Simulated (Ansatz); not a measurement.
Hf₅⁺, relaxed as a doublet with UKS r2SCAN-D4/def2-SVP in Ansatz, starting from the GFN1-xTB geometry. Force threshold 0.02 eV/Å.

In the def2 sets Hf takes a core potential; there is no spin–orbit coupling. The charge 1 doublet is spin-contaminated (final ⟨S²⟩ up to 1.96, 0.75 for a pure state). The relaxation made no stability test and no search for a lower SCF solution. No other spin state of charge 1 was run. The structure comes from a short search, and lower isomers may exist.

Start:

Cartesian coordinates in Å:
```
Hf -1.2594 0.9160 -2.7524
Hf -1.6979 -1.7154 -2.0428
Hf 0.3198 0.7664 3.0512
Hf 2.6377 0.0327 1.7439
Hf -0.0002 0.0003 0.0002
```

| step | energy (eV) | largest force component (eV/Å) | SCF passes |
| --- | --- | --- | --- |
| 1 | -6516.5280 | 1.245 | 373 |
| 2 | -6517.0851 | 0.490 | 108 |
| 3 | -6517.2704 | 0.438 | 92 |
| 4 | -6517.3124 | 0.153 | 91 |
| 5 | -6517.3863 | 0.407 | 99 |
| 6 | -6517.5316 | 0.563 | 143 |
| 7 | -6517.9081 | 0.956 | 304 |
| 8 | -6518.3826 | 0.951 | 108 |
| 9 | -6518.9459 | 1.284 | 121 |
| 10 | -6519.5148 | 1.347 | 79 |
| 11 | -6520.0930 | 1.211 | 71 |
| 12 | -6520.5674 | 0.621 | 78 |
| 13 | -6520.8335 | 0.409 | 91 |
| 14 | -6521.1204 | 0.517 | 143 |
| 15 | -6521.4076 | 0.559 | 67 |
| 16 | -6521.7304 | 0.610 | 82 |
| 17 | -6522.0597 | 0.501 | 78 |
| 18 | -6522.1741 | 0.257 | 67 |
| 19 | -6522.1877 | 0.121 | 55 |
| 20 | -6522.1890 | 0.025 | 51 |
| 21 | -6522.1890 | 0.013 | 46 |

Force components are those of the run's own axes.

End:

```tsv
atom	x (Å)	y (Å)	z (Å)
Hf1	-0.2504	1.2695	-0.9627
Hf2	-1.8714	-1.0544	-0.9179
Hf3	-0.6867	-0.0352	1.4727
Hf4	1.8872	1.0544	0.8849
Hf5	0.9213	-1.2343	-0.4771
```

Bonds formed: Hf1–Hf3, Hf1–Hf4, Hf2–Hf3 (atoms count from 1). The end is the same structure that another start reached, the lowest one found.

No frequencies were taken in this run, so the end may be a saddle point.

Run time 12 min (4 threads of Arm Neoverse V1 on a shared host), peak host memory 0.73 GiB.
